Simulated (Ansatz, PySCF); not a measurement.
Reaction (SMILES): COC=O [methyl formate] + C (CH4) + O (H2O) -> C=O (CH2O) + 2 CO (CH4O)
Each molecule is optimised on its own at B3LYP-D3(BJ)/def2-TZVP (Ansatz, an electronic-structure program), one conformer each, not searched for the lowest.

Property: bond separation energy (enthalpy at 298 K, with B3LYP-D3(BJ) rigid-rotor harmonic-oscillator terms from PySCF), in kcal/mol. Cores are frozen in the correlated levels unless marked. No spin-orbit coupling. No relativistic terms. CBS(X,Y): correlation extrapolated as X^-3; Hartree-Fock from the larger set. [CCSD(T)-MP2]/basis is that difference in the basis named.

RI-MP2/CBS(aug-cc-pVTZ,aug-cc-pVQZ)+[CCSD(T)-MP2]/aug-cc-pVTZ (Ansatz) gives 38.5 kcal/mol.

Another calculation gave 41.3 kcal/mol. Which level was it?
A. wB97X-V/def2-TZVPD (Ansatz)
B. r2SCANh/def2-TZVPD (Ansatz)
C. SVWN5/def2-TZVPD (Ansatz)
D. HF/def2-TZVPD (PySCF)

B, r2SCANh/def2-TZVPD (Ansatz). The others give 35.2 (HF), 38.4 (wB97X-V), 44.1 (SVWN5) kcal/mol.
